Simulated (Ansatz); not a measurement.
Calculated with Ansatz (gas phase, PBE0-D4/def2-TZVP geometries, no zero-point term in ΔE). CCSD(T)/CBS adds triple-zeta CCSD(T) − MP2 to the extrapolated MP2 energy (def2 sets, frozen cores). Functionals use def2-TZVPP. Each species was taken in one conformer, which may not be the lowest.

Consider the cleavage of the Si–Al bond: `[SiH3][CH2][AlH][SiH3]` + `OC[SiH2]S` → `[SiH3]OC[SiH2]S` + `[AlH2][CH2][SiH3]`.

| level | ΔE (eV) |
| --- | --- |
| PBE0-D4 | -0.69 |
| ωB97X-V | -0.86 |
| PBE | -0.61 |
| r2SCAN | -0.81 |
| MP2/def2-TZVPP | -0.97 |
| HF/def2-QZVPP | -1.09 |
| SCS-MP2/def2-QZVPP | -1.01 |
| CCSD/CBS(def2) | -0.89 |

Problem. What does CCSD(T)/CBS give? (Best estimate.)

Solution. The calculation gave: -0.87 eV. The listed levels differ from it by 0.18, 0.01, 0.26, 0.06, -0.10, -0.22, -0.14, -0.02 eV.

Largest T1 diagnostic among the species: 0.012.

From PBE to PBE0 (25 % exact exchange), in def2-TZVPP and without D4, ΔE moves by −0.06 eV. The D4 term adds −0.04 eV with B3LYP and −0.02 eV with PBE0; it sums over pairs of atoms, weighted by their polarisabilities, and B3LYP, whose exchange is more repulsive, gets the larger term. In def2-TZVPP, CCSD(T) changes the Hartree–Fock value by +0.21 eV (the triples alone add +0.02 eV) and MP2 by +0.10 eV.

B3LYP here is the variant with VWN-RPA as its local correlation; programs differ in this.
